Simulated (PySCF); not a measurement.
**Computed properties of BH9Si3, SMILES [SiH3]B([SiH3])[SiH3]**

B(SiH3)3 (BH9Si3), SMILES [SiH3]B([SiH3])[SiH3]. The structure is a stationary point at PBE0-D3(BJ)/def2-SVP. The values are those of a single conformer. All values are computed for the isolated molecule unless a solvent is named; none is compared with measurement here.

**Structure.** The optimised structure has Cs symmetry. All 33 harmonic modes at PBE0-D3(BJ)/def2-SVP (PySCF) are real, so it is a minimum. With heavy atoms numbered as in [B:1]([SiH3:2])([SiH3:6])[SiH3:10], the shortest bond between them is B1–Si2 at 2.007 Å and the longest B1–Si6 at 2.007 Å.

**Vibrations.** The strongest infrared lines (harmonic, unscaled, degenerate partners summed) lie at 872 cm⁻¹ (279 km/mol, H 63 %, B 20 %, Si 17 %), 872 cm⁻¹ (258 km/mol, H 59 %, B 23 %, Si 17 %), 2225 cm⁻¹ (165 km/mol, H 96 %). The softest mode is at 52 cm⁻¹ and the zero-point energy is 48.3 kcal/mol.

**Electronic structure.** r2SCAN/def2-TZVP (PySCF) places the frontier levels at -7.11 and -3.86 eV, a gap of 3.25 eV, and gives a dipole moment of 0.09 D and a mean polarisability of 106.5 bohr³. PBE/def2-TZVP (PySCF) at the same geometry gives -6.85 and -4.06 eV, so its gap is 0.46 eV narrower. An orbital gap is neither the optical nor the fundamental gap.

**Excitations.** TDA-ωB97X/def2-SVPD (PySCF) has S1 at 3.51 eV (353 nm, f = 0.000, dark); the most intense of the 10 singlets computed lies at 6.70 eV (f = 0.15). T1 (TDA) is at 2.82 eV, 0.69 eV under S1. TDA-PBE/def2-SVPD (PySCF) puts S1 at 3.10 eV. No vertical singlet excitation falls in the visible range (under 3.1 eV).

**NMR.** GIAO shifts at B3LYP/pcSseg-1 (PySCF) (non-relativistic, atoms alike by connectivity averaged): ¹H at 4.4 ppm against TMS; ²⁹Si at -88.4 ppm against TMS; ¹¹B at 169.3 ppm against BF3.
